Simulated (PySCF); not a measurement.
C2H9NOSi.

```xyz
14

C      2.1396    -0.9327     0.2384
C      1.1525     0.1502     0.6832
Si    -0.3876     0.2730    -0.3838
N     -1.2236    -1.2306    -0.3122
O     -1.3690     1.5193     0.1655
H      3.0150    -0.9952     0.9052
H      1.6566    -1.9225     0.2190
H      2.5154    -0.7396    -0.7801
H      1.6474     1.1396     0.7082
H      0.8198    -0.0294     1.7238
H     -0.0320     0.5068    -1.8198
H     -1.4758    -1.6094     0.5967
H     -1.9605    -1.4248    -0.9837
H     -0.9939     2.4073     0.1363
```

Geometry: r2SCAN-D4/def2-SVP. The structure was generated by enumeration; whether it is a known compound was not checked. Other conformers were not sampled.

Calculation: PySCF with PBE0/pcSseg-1. Non-relativistic, no solvent.

Task: Give the absolute GIAO shielding of each atom: isotropic value and principal components (ppm). (An estimate is asked for; the answer gives what the named calculation found.)

Result: 
```json
[
 {"atom": "C1", "σ(iso)": "175.4", "σ11": "167.6", "σ22": "173.1", "σ33": "185.6", "span": "17.9"},
 {"atom": "C2", "σ(iso)": "173.2", "σ11": "165.9", "σ22": "169.8", "σ33": "184.0", "span": "18.1"},
 {"atom": "Si3", "σ(iso)": "361.0", "σ11": "327.5", "σ22": "359.7", "σ33": "395.8", "span": "68.4"},
 {"atom": "N4", "σ(iso)": "239.2", "σ11": "219.9", "σ22": "233.5", "σ33": "264.2", "span": "44.4"},
 {"atom": "O5", "σ(iso)": "274.7", "σ11": "250.5", "σ22": "269.7", "σ33": "304.0", "span": "53.5"},
 {"atom": "H6", "σ(iso)": "30.1", "σ11": "25.2", "σ22": "27.5", "σ33": "37.7", "span": "12.5"},
 {"atom": "H7", "σ(iso)": "30.2", "σ11": "25.0", "σ22": "29.8", "σ33": "35.8", "span": "10.8"},
 {"atom": "H8", "σ(iso)": "30.4", "σ11": "26.1", "σ22": "28.4", "σ33": "36.7", "span": "10.6"},
 {"atom": "H9", "σ(iso)": "31.0", "σ11": "26.1", "σ22": "29.8", "σ33": "36.9", "span": "10.8"},
 {"atom": "H10", "σ(iso)": "30.8", "σ11": "27.0", "σ22": "29.3", "σ33": "35.9", "span": "9.0"},
 {"atom": "H11", "σ(iso)": "26.5", "σ11": "23.5", "σ22": "24.5", "σ33": "31.5", "span": "8.0"},
 {"atom": "H12", "σ(iso)": "30.7", "σ11": "24.4", "σ22": "26.9", "σ33": "40.9", "span": "16.5"},
 {"atom": "H13", "σ(iso)": "30.4", "σ11": "23.7", "σ22": "25.5", "σ33": "41.9", "span": "18.1"},
 {"atom": "H14", "σ(iso)": "30.5", "σ11": "22.5", "σ22": "25.6", "σ33": "43.4", "span": "20.8"}
]
```
